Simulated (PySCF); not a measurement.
Species: C2H8BNO2.
Z-matrix (Å and degrees, PBE0-D3(BJ)/def2-SVP geometry), rows numbered from 1:
```
C 
C   1  1.5288
N   2  1.4648  1  109.41
B   2  1.5913  1  111.83  3   128.84
O   4  1.3597  2  118.66  1  -129.26
O   4  1.3676  2  123.79  1    50.77
H   1  1.1003  2  110.34  3    53.14
H   1  1.1025  2  112.48  3   173.93
H   1  1.1030  2  111.04  3   -65.96
H   2  1.1092  1  106.69  3  -114.98
H   3  1.0205  2  108.60  1    71.66
H   3  1.0190  2  108.98  1  -175.70
H   5  0.9644  4  111.46  2  -179.76
H   6  0.9611  4  113.00  2    -0.80
```

Computed, not measured: PBE0-D3(BJ)/def2-SVP geometry optimisation, gas phase (PySCF).

Take the most abundant isotopes and a rigid rotor. The values belong to one conformer with, in the numbering `[CH3:1][C@@H:2]([NH2:3])[B:4]([OH:5])[OH:6]`, C1–C2–N3–H 72° and -176°, C1–C2–B4–O5 -129°, C2–B4–O5–H 180°, C2–B4–O6–H -1°.

**Question.** Give the principal moments of inertia and the rotational constants in MHz.

**Answer.** Ia = 108.02, Ib = 173.01, Ic = 257.85 u·Å²; 505379 MHz·u·Å²/I gives A = 4678, B = 2921, C = 1960 MHz.

**Question.** What kind of rotor is it?

**Answer.** An asymmetric top. Ray's parameter κ = (2B − A − C)/(A − C) = -0.293; −1 is the prolate and +1 the oblate limit.

**Question.** What does the inertial defect say?

**Answer.** Not planar: Δ = Ic − Ia − Ib = -23.18 u·Å². For a rigid frame Δ = −2 Σ m c², so Σ m c² = 11.59 u·Å² lies off the ab plane: 5.94 from hydrogen and 5.65 from heavier atoms. The atom farthest from that plane is 1.48 Å away.

**Question.** Give the coordinates in the principal-axis frame, origin at the centre of mass.

**Answer.** The sense of each axis is arbitrary; atoms in the order of the calculation.
```
atom  mass (u)   a (Å)   b (Å)   c (Å)
  C1    12.000  -1.438  -1.274   0.393
  C2    12.000  -0.808  -0.111  -0.373
  N3    14.003  -1.591   1.105  -0.145
  B4    11.009   0.750   0.020  -0.073
  O5    15.995   1.243   1.233   0.292
  O6    15.995   1.632  -1.021  -0.160
  H7     1.008  -2.505  -1.364   0.141
  H8     1.008  -0.952  -2.238   0.172
  H9     1.008  -1.367  -1.115   1.483
 H10     1.008  -0.903  -0.352  -1.452
 H11     1.008  -1.435   1.417   0.814
 H12     1.008  -1.208   1.858  -0.714
 H13     1.008   2.195   1.196   0.444
 H14     1.008   1.212  -1.849  -0.411
```

**Question.** Predict some low-J microwave lines.

**Answer.** The dipole components are |μa| = 1.47 D, |μb| = 1.00 D, |μc| = 0.04 D. Intensities carry the squares of the components, which stand as 1.00 : 0.47 : 0.00 (a : b : c). Some lines, for components of 0.1 D or more:

```csv
type,branch,"J(Ka,Kc)",MHz,lower level (cm⁻¹)
a,Q,"4(3,1) ← 4(3,2)",406,2.321
b,Q,"1(1,0) ← 1(0,1)",2718,0.163
a,R,"1(0,1) ← 0(0,0)",4881,0.000
b,R,"1(1,1) ← 0(0,0)",6638,0.000
b,Q,"2(2,1) ← 2(1,2)",8155,0.515
b,Q,"3(2,2) ← 3(1,3)",9762,0.950
b,Q,"4(2,3) ← 4(1,4)",11904,1.522
b,R,"3(0,3) ← 2(1,2)",12501,0.515
b,Q,"5(3,3) ← 5(2,4)",13264,2.711
b,Q,"5(4,1) ← 5(3,2)",14051,3.201
b,Q,"5(4,2) ← 5(3,3)",15388,3.153
a,R,"3(1,2) ← 2(1,1)",15857,0.611
a,R,"4(3,2) ← 3(3,1)",19982,1.654
a,R,"4(3,1) ← 3(3,0)",20326,1.656
a,R,"5(0,5) ← 4(0,4)",21295,1.514
b,R,"5(1,5) ← 4(0,4)",21374,1.514
b,R,"3(2,1) ← 2(1,2)",24144,0.515
a,R,"5(3,2) ← 4(3,1)",25979,2.334
b,R,"5(2,3) ← 4(1,4)",42076,1.522
b,R,"5(5,0) ← 4(4,1)",44602,2.830
```

Stationary, but not proved a minimum. No vibrational averaging or centrifugal distortion is included, and the geometry carries the error of its method. A rigid rotor knows nothing of inversion at nitrogen or internal rotation, which can split or shift real lines. Quadrupole hyperfine structure (11B, 14N) is left out.

On one thread of an Arm Neoverse N1, shared host with 64 logical CPUs at a one-minute load of 58, this took 77 s wall and 0.50 GiB of memory at its peak. These figures are those of the optimisation.
